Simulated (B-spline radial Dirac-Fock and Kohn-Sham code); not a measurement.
**Relativistic shifts of the levels of Zn³⁺**

System: the Zn³⁺ ion in the configuration [Ar] 3d9.

Both columns are ΔSCF binding energies of the configuration average from a radial atomic solver: non-relativistic Hartree-Fock with a point nucleus, and Dirac-Fock with a finite nucleus and the Coulomb interaction alone, averaged over the two j levels with weights 2j+1.

```tsv
shell	Hartree-Fock (eV)	Dirac-Fock (eV)	shift (eV)	shift (%)
1s	9611.8	9731.9	+120.12	+1.25
2s	1228.7	1255.2	+26.49	+2.16
2p	1079.0	1084.8	+5.87	+0.54
3s	190.5	194.9	+4.42	+2.32
3p	141.6	142.7	+1.11	+0.78
3d	59.47	59.02	-0.45	-0.75
```

Relativity binds 1s, 2s, 2p, 3s, 3p more strongly, among those listed most of all 3s in relative terms, and 3d more weakly, because the contracted s and p shells screen the nucleus better.

Values without a named source are computed, but for edge energies of neutral atoms, which are taken from tables.
